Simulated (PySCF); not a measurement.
Lowest triplet excitation (TDA) (eV) of eight silicon and germanium compounds: TDA-PBE beside TDA-ωB97X, computed with PySCF for isolated molecules in the bases named; differences from unrounded values. The eight are the first of their class met in an unordered collection, after screening for sound electronic states; none was chosen by its value. Each molecule has one DFT geometry for both levels.

| molecule | basis | TDA-ωB97X |
|---|---|---|
| BFH6O2Si2, SMILES B(O)([SiH2][SiH2]F)O | def2-SVPD | 5.24 |
| CH₇F₂NSi₂, SMILES F[SiH2]C[Si@@H](F)N | def2-SVPD | 7.32 |
| C2H6OSi2, SMILES C1=C[SiH2]O[SiH2]1 | def2-SVPD | 4.19 |
| Si(All)(H)3 (C₃H₈Si), SMILES C=CC[SiH3] | def2-SVPD | 4.31 |
| C₂H₄F₂Si₂, SMILES C#C[Si@H](F)[SiH2]F | def2-SVPD | 4.85 |
| C₃H₁₀ClNSi, SMILES C[C@@H](N)[Si@H](C)Cl | def2-SVPD | 6.53 |
| C2H8FNSi2, SMILES C[Si@H]1CN[Si@H]1F | def2-SVPD | 5.73 |
| C3H7NSi, SMILES C(=C=CN)[SiH3] | def2-SVPD | 3.89 |

### Question
Estimate the TDA-PBE values and say how TDA-PBE differs from TDA-ωB97X over the set. (The exact figures need the calculation; the answer reports its results.)

### Answer

```tsv
molecule	TDA-PBE	difference
BFH6O2Si2, SMILES B(O)([SiH2][SiH2]F)O	4.55	-0.69
CH₇F₂NSi₂, SMILES F[SiH2]C[Si@@H](F)N	5.83	-1.49
C2H6OSi2, SMILES C1=C[SiH2]O[SiH2]1	4.19	0.00
Si(All)(H)3 (C₃H₈Si), SMILES C=CC[SiH3]	4.26	-0.05
C₂H₄F₂Si₂, SMILES C#C[Si@H](F)[SiH2]F	4.50	-0.35
C₃H₁₀ClNSi, SMILES C[C@@H](N)[Si@H](C)Cl	5.06	-1.47
C2H8FNSi2, SMILES C[Si@H]1CN[Si@H]1F	4.81	-0.92
C3H7NSi, SMILES C(=C=CN)[SiH3]	3.27	-0.62
```
TDA-PBE lies below TDA-ωB97X in 7 and above it in 0 of the eight; the mean signed difference is -0.70 and the largest -1.49 eV.
